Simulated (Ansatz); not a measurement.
The lowest singlet and triplet of NP (SMILES N#P); geometries from B3LYP-D3(BJ)/def2-TZVP, each state relaxed from the structure named, with no frequency check.
Singlet (charge 0, multiplicity 1):
```xyz
2

N      0.000     0.000    -1.011
P      0.000     0.000     0.472
```

A positive gap puts the triplet lower; no zero-point energy. R- takes a restricted singlet. U- takes an unrestricted singlet (broken symmetry where lower, unprojected). The triplet is unrestricted in single-reference levels.

Correlated levels freeze the cores.

Programs: Ansatz (an electronic-structure program). Each number belongs to the level named beside it.

Question: One of these levels gives -3.583 eV for the gap E(singlet) − E(triplet), vertical, at the singlet's geometry. Which?
(A) U-MP2/cc-pV(D+d)Z (spin-contaminated)
(B) U-HF/cc-pV(T+d)Z (spin-contaminated)
(C) R-MP2/cc-pV(D+d)Z
(D) R-HF/cc-pV(Q+d)Z

Answer: A, U-MP2/cc-pV(D+d)Z (spin-contaminated). The others give -2.555 (U-HF/cc-pV(T+d)Z (spin-contaminated)), -2.251 (R-HF/cc-pV(Q+d)Z), -4.937 (R-MP2/cc-pV(D+d)Z)

Doubts at one or more of the structures used: a restricted determinant that unrestricted orbitals would lower (R-HF/cc-pV(Q+d)Z, R-MP2/cc-pV(D+d)Z); a spin-contaminated determinant (R-HF/cc-pV(Q+d)Z, R-MP2/cc-pV(D+d)Z).
